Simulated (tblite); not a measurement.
A tight-binding relaxation on `C=CCB(C)C[CH2][GeH3]`.

Computed with GFN2-xTB geometry optimisation, gas phase (tblite 0.8.0). Start geometry: from a force field or distance geometry. A driver script takes a list of jobs; this job's settings line and coordinates (Å) are shown.

Command:
```bash
OMP_NUM_THREADS=1 python probes_run.py task.json out
```

Input:
```
{"job": {"kind": "relax", "xc": "GFN2-xTB", "basis": "xTB"}, "charge": 0, "multiplicity": 1}
C      3.769900    -0.581600     0.921100
C      2.780600     0.328100     0.872600
C      1.384200     0.015800     1.263400
B      0.369600     0.274200     0.049800
C      0.959600     0.337000    -1.403200
C     -1.152300    -0.043400     0.332200
C     -1.964400    -0.233700    -0.920100
Ge    -3.771600    -0.597400    -0.370200
H      3.595000    -1.617700     1.239200
H      4.762500    -0.249700     0.626500
H      2.991800     1.337700     0.561900
H      1.048400     0.743500     2.049500
H      1.224000    -0.998200     1.671600
H      2.014200    -0.016000    -1.421400
H      0.922800     1.444300    -1.674600
H      0.299200    -0.210400    -2.097600
H     -1.233000    -0.949600     0.950100
H     -1.602600     0.772400     0.930700
H     -1.537700    -1.012000    -1.582500
H     -1.947400     0.737300    -1.440600
H     -3.728900    -1.463100     0.901000
H     -4.571600     0.692300    -0.016700
H     -4.617300    -1.323600    -1.432700
```

Output:
```
step      E/eV     max force
  0    -641.35824    2.048
  1    -641.55355    1.463
  2    -641.66695    0.791
  3    -641.71877    0.434
  4    -641.74789    0.288
  5    -641.76213    0.299
  6    -641.78357    0.297
  7    -641.79553    0.299
  8    -641.80722    0.250
  9    -641.81573    0.199
... (136 lines left out)
146    -641.89716    0.054
147    -641.89734    0.041
148    -641.89746    0.040
149    -641.89759    0.027
150    -641.89769    0.025
151    -641.89777    0.022
152    -641.89785    0.018
153    -641.89795    0.021
154    -641.89802    0.016
155    -641.89806    0.010
```

«max force» is the largest atomic force in eV/Å.

Problem. From which step on does the largest force stay under 0.1 eV/Å, and how much energy is left to gain from there?

Solution. From step 22 (0.077 eV/Å), 34.3 meV above the end.

In short: energy lowered by 12.4 kcal/mol over 155 steps; largest atomic force 0.010 eV/Å at the end.

Problem. Where do the atoms end?

Solution. 0.415 Å rms from the input after alignment:
```
atom  x, y, z in Å
C1     3.8812   -0.1708    0.9235
C2     2.7411    0.4758    1.0839
C3     1.4044   -0.1704    1.2534
B4     0.4364   -0.0682   -0.0045
C5     1.0297    0.0727   -1.4541
C6    -1.1198   -0.1084    0.2779
C7    -2.0566   -0.3158   -0.9160
Ge8   -3.9411   -0.3856   -0.3363
H9     3.9261   -1.2482    0.9203
H10    4.8178    0.3441    0.7916
H11    2.7310    1.5587    1.0788
H12    0.9278    0.2310    2.1522
H13    1.5559   -1.2400    1.4361
H14    2.0779   -0.2110   -1.5186
H15    0.9721    1.1193   -1.7577
H16    0.4764   -0.4886   -2.2041
H17   -1.3391   -0.8730    1.0317
H18   -1.3854    0.8395    0.7630
H19   -1.8079   -1.2480   -1.4267
H20   -1.9237    0.4876   -1.6419
H21   -4.1541   -1.4980    0.6435
H22   -4.3404    0.8737    0.3694
H23   -4.9147   -0.5905   -1.4555
```

Time: 1.3 s wall. Hardware: Arm Neoverse V1, one thread (shared host).
Labels such as C1 count atoms from 1, the log's own numbers from 0.
